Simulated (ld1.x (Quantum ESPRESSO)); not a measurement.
**Building the RRKJ potential for copper (PBEsol, fully relativistic).**

```json
{
 "Element": "copper",
 "Generator": "ld1.x (Quantum ESPRESSO) 7.5",
 "Type": "norm-conserving RRKJ (Kleinman–Bylander form)",
 "Functional": "PBEsol",
 "Relativity": "fully relativistic",
 "Frozen core": "[Ne]",
 "Valence charge": "19",
 "Reference configuration": "3s2 3p6 3d10 4s1 4p0",
 "Partial waves": "3s (bound): rc 1.15 bohr; 3d (bound): rc 1.30 bohr; 3p (bound): rc 1.00 bohr",
 "Local potential": "the p channel",
 "Core correction": "none",
 "rho0": "0.01"
}
```

Open shells are filled in proportion to 2j + 1 (rel_dist='average').

Occupied shells without a wave of their own: 4s. They enter only through the test configuration that unscreens the potential.

All-electron outer shells of the reference configuration (PBEsol, scalar-relativistic, ld1.x):

| shell | level (eV) | outermost node (bohr) | outermost maximum (bohr) |
| --- | --- | --- | --- |
| 2s | -1061.45 | 0.07 | 0.20 |
| 2p | -916.42 | – | 0.16 |
| 3s | -114.40 | 0.29 | 0.61 |
| 3p | -72.00 | 0.26 | 0.62 |
| 3d | -5.06 | – | 0.60 |
| 4s | -4.61 | 0.89 | 2.27 |
| 4p | -0.64 | 0.98 | 3.56 |

What the tests gave:

```json
{"Largest excitation error": "+282 meV (all-electron minus pseudo) for 3s2 3p6 3d7 4s0 4p0, out of 7 test configurations"}
```

A Bessel basis up to 400 Ry misses an occupied level by 4.28 Ry, so cutoffs and ghosts were not judged. The potential misses its own reference levels by up to 1.7 eV, so it is not fit for use.

Generation and tests took about 8.2 s on one core of a shared server CPU.
